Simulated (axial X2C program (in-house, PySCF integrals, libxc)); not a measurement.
**Bond lengths and stretching modes, held linear, of SnNC⁺**

Calculated with an axial X2C code built on PySCF integrals: two-component X2C with atomic mean-field Coulomb and Gaunt terms, Gaussian nuclei, basis Sn dyall-v3z, N dyall-av3z, C dyall-v3z with contracted cores. Spin-free rows use the one-electron spin-free X2C Hamiltonian.

Masses Sn 119.902, N 14.003, C 12.000 u. States: 2c Ω = 0 (all partner blocks equally filled); spin-free M_S = 0, Λ = 0 (closed shell).

MP2, spin-free: energies above the lowest point

```
r(Sn–N) (Å)  r(N–C) (Å)  E (meV)
     1.9451      1.1632    93.36
     1.9451      1.1930    21.28
     1.9451      1.2228    33.42
     1.9950      1.1632    70.78
     1.9950      1.1930     0.00
     1.9950      1.2228    13.21
     1.9950      1.2527    95.60
     2.0449      1.1632   101.40
     2.0449      1.1930    31.77
     2.0449      1.2228    45.90
     2.0948      1.1930   105.41
     2.0948      1.2527   203.82
```

Task: Fit a quadratic surface with cubic terms in each bond: where is the minimum, and what are the two stretching wavenumbers?

Result: At MP2, spin-free: bonds 1.988 and 1.203 Å; harmonic stretches 514.7 and 1981.4 cm⁻¹; force constants 3.5, 14.2 and coupling 0.10 mdyn/Å.

The other levels and Hamiltonians give:

```
Hamiltonian      level  r(Sn–N) (Å)  r(N–C) (Å)  lower stretch (cm⁻¹)  upper stretch (cm⁻¹)
         2c       PBE0        1.993       1.192                 509.4                2038.0
         2c         HF        1.976       1.172                 540.0                2171.7
         2c  BHandHLYP        1.984       1.179                 524.3                2104.4
         2c        MP2        1.988       1.203                 514.6                1981.6
  spin-free       PBE0        1.993       1.192                 509.9                2038.0
  spin-free         HF        1.976       1.172                 540.0                2171.5
  spin-free  BHandHLYP        1.984       1.179                 524.5                2104.2
```

Each state is one determinant, the lowest of a limited PBE0 search; the stretches come from a fit to these few points and carry an uncertainty of a few per cent. Other orders of the atoms were not compared. MP2 freezes inner shells (threshold -2 hartree). The molecule was held linear; bending was not examined, so a bent shape may lie lower.
